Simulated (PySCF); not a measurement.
A series of related molecules

Computed, not measured: TDA wB97X-D/def2-TZVP excited states, vertical, gas phase (PySCF 2.14.0). Geometry: PBE0-D3(BJ)/def2-SVP.

Each molecule in one low-energy conformer.

How does the vertical S1–T1 gap change along this series?
- N#Cc1cccnc1 (H on C replaced by CN)
- O=Cc1cccnc1 (H on C replaced by CHO)
- NCc1cccnc1 (H on C replaced by CH2NH2)
- CC(=O)c1cccnc1 (H on C replaced by COCH3)
- CCc1cccnc1 (H on C replaced by C2H5)


```csv
molecule,S1 (eV),S1 from,f(S1),T1 (eV),T1 from,S1 − T1 (eV),S0–T1 spin-orbit coupling (cm⁻¹),S1–T1 spin-orbit coupling (cm⁻¹)
N#Cc1cccnc1,4.82,HOMO−1→LUMO,0.001,3.92,HOMO→LUMO,0.90,0.01,3.06
O=Cc1cccnc1,3.84,HOMO→LUMO,0.000,3.35,HOMO→LUMO,0.49,51.23,0.37
NCc1cccnc1,5.00,HOMO−1→LUMO,0.007,4.27,HOMO→LUMO+1 / HOMO−3→LUMO,0.73,2.47,5.21
CC(=O)c1cccnc1,3.98,HOMO→LUMO,0.000,3.50,HOMO→LUMO,0.48,50.69,0.39
CCc1cccnc1,5.07,HOMO−1→LUMO,0.006,4.29,HOMO→LUMO+1,0.77,1.95,5.58
```
The vertical S1–T1 gap is lowest for CC(=O)c1cccnc1 and highest for N#Cc1cccnc1.
